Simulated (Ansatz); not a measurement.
Relaxation of H₉NOSi₂ (13 atoms, charge 0, multiplicity 1), to a largest force component of 0.03 eV/Å in at most 50 steps.

These are results of RHF/6-31G* (Ansatz), not measurements.

```xyz
13
Properties=species:S:1:pos:R:3
Si 0.441 -0.389 -0.387
O -0.908 -0.149 2.158
H -1.486 -0.342 2.882
H 1.140 -0.417 -1.692
H 0.464 1.003 0.076
H -0.917 -0.906 -0.597
N 1.288 -1.465 0.767
H 0.793 -2.321 0.935
Si 2.970 -1.458 1.175
H 3.659 -2.686 0.729
H 3.588 -0.287 0.528
H 3.185 -1.349 2.635
H -0.057 -0.574 2.351
```

Question: Where does it end, and by what steps?

Answer: The forces met the threshold. The force dipped under the threshold on the way, but the program's further checks kept it going. After 30 steps the energy has fallen by 0.160 eV; H11 moved furthest, 1.01 Å.

```json
{"step": "0", "energy less start (eV)": "0.0000", "largest force component (eV/Å)": "1.065", "accepted": "yes"}
{"step": "2", "energy less start (eV)": "-0.0384", "largest force component (eV/Å)": "1.907", "accepted": "no"}
{"step": "4", "energy less start (eV)": "-0.1151", "largest force component (eV/Å)": "0.358", "accepted": "yes"}
{"step": "6", "energy less start (eV)": "-0.1243", "largest force component (eV/Å)": "0.205", "accepted": "yes"}
{"step": "8", "energy less start (eV)": "-0.1404", "largest force component (eV/Å)": "0.190", "accepted": "yes"}
{"step": "10", "energy less start (eV)": "-0.1459", "largest force component (eV/Å)": "0.088", "accepted": "yes"}
{"step": "12", "energy less start (eV)": "-0.1504", "largest force component (eV/Å)": "0.092", "accepted": "yes"}
{"step": "14", "energy less start (eV)": "-0.1526", "largest force component (eV/Å)": "0.028", "accepted": "yes"}
{"step": "16", "energy less start (eV)": "-0.1537", "largest force component (eV/Å)": "0.056", "accepted": "yes"}
{"step": "18", "energy less start (eV)": "-0.1550", "largest force component (eV/Å)": "0.191", "accepted": "yes"}
{"step": "20", "energy less start (eV)": "-0.1557", "largest force component (eV/Å)": "0.156", "accepted": "yes"}
{"step": "22", "energy less start (eV)": "-0.1576", "largest force component (eV/Å)": "0.039", "accepted": "yes"}
{"step": "24", "energy less start (eV)": "-0.1584", "largest force component (eV/Å)": "0.045", "accepted": "yes"}
{"step": "26", "energy less start (eV)": "-0.1591", "largest force component (eV/Å)": "0.042", "accepted": "yes"}
{"step": "28", "energy less start (eV)": "-0.1582", "largest force component (eV/Å)": "0.190", "accepted": "no"}
{"step": "30", "energy less start (eV)": "-0.1601", "largest force component (eV/Å)": "0.025", "accepted": "yes"}
```

```xyz
13
Properties=species:S:1:pos:R:3
Si 0.505 -0.539 -0.680
O -0.484 0.084 2.821
H -1.240 -0.405 3.116
H 0.984 -0.944 -2.020
H 0.870 0.868 -0.461
H -0.958 -0.714 -0.656
N 1.197 -1.497 0.604
H 0.805 -2.418 0.673
Si 2.781 -1.352 1.320
H 3.820 -2.077 0.557
H 3.137 0.074 1.360
H 2.749 -1.919 2.681
H -0.005 -0.501 2.245
```

Whether the end is a true minimum wasn't checked by a vibrational analysis.

Run time: 56 s on 1 thread of Arm Neoverse V2 (shared host), peak memory 0.16 GiB.
